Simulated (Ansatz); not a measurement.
Ge9H16, a cluster cut from cubic germanium, relaxed as a singlet with RKS r2SCAN-D4/def2-SVP in Ansatz, starting from the GFN2-xTB geometry. Force threshold 0.03 eV/Å.

Start:

```xyz
25

Ge   -2.041    1.981   -0.440
Ge    0.485   -0.114   -2.829
Ge    1.781    1.640    0.450
Ge   -0.835   -0.206    2.744
Ge    1.691   -2.298    0.354
Ge    0.187    1.799   -1.372
Ge   -2.572    0.246    1.140
Ge    0.419   -2.230   -1.687
Ge    1.378   -0.357    1.769
H    -3.102    2.071   -1.520
H    -2.169    3.326    0.251
H    -0.489   -0.101   -3.992
H     1.823    0.023   -3.531
H     1.737    2.885    1.318
H     3.207    1.666   -0.071
H    -0.832    0.898    3.783
H    -1.175   -1.428    3.576
H     3.164   -2.413    0.009
H     1.438   -3.592    1.104
H     0.477    3.068   -2.180
H    -3.893    0.521    1.828
H    -2.872   -1.032    0.376
H     0.817   -3.360   -2.614
H    -1.027   -2.570   -1.373
H     2.402   -0.422    2.907
```

Problem. Estimate the energy that the relaxation releases and the steps that it takes.

Solution. 5.1 kcal/mol, in 5 steps; 33 s on 2 threads of AMD EPYC 7R13 on a shared host and a share (18 GiB) of an NVIDIA H100 80GB HBM3. No frequencies were taken in this run, so the end may be a saddle point.

Problem. Does the start keep its bonding and symmetry?

Solution. By distances, no bond broke or formed. The bond that changes most is Ge7–H21, from 1.51 to 1.54 Å (atoms count from 1). Point group C2v at the start, C2v at the end, both within 0.05 Å.

Problem. Predict the relaxed structure.

Solution. 
```tsv
atom	x (Å)	y (Å)	z (Å)
Ge1	-2.0232	1.9690	-0.4369
Ge2	0.4868	-0.1082	-2.8120
Ge3	1.8264	1.6803	0.4615
Ge4	-0.8266	-0.2018	2.7267
Ge5	1.6841	-2.2794	0.3537
Ge6	0.2191	1.8151	-1.3547
Ge7	-2.5544	0.1333	1.0573
Ge8	0.2917	-2.2187	-1.6319
Ge9	1.3992	-0.3243	1.7648
H10	-3.0569	2.0272	-1.5793
H11	-2.1295	3.2869	0.3564
H12	-0.5484	-0.0520	-3.9531
H13	1.8888	-0.0372	-3.4497
H14	1.7076	2.9267	1.3612
H15	3.2589	1.6412	-0.1073
H16	-0.8627	0.9873	3.7076
H17	-1.1224	-1.4817	3.5336
H18	3.1594	-2.3421	-0.0899
H19	1.3845	-3.5586	1.1604
H20	0.4906	3.0913	-2.1839
H21	-3.8901	0.4321	1.7676
H22	-2.7397	-1.1579	0.2412
H23	0.7122	-3.3633	-2.5759
H24	-1.1770	-2.4554	-1.2388
H25	2.4216	-0.4098	2.9212
```
Bond lengths: 10 × Ge–Ge 2.43 Å; 16 × Ge–H 1.54 to 1.55 Å.
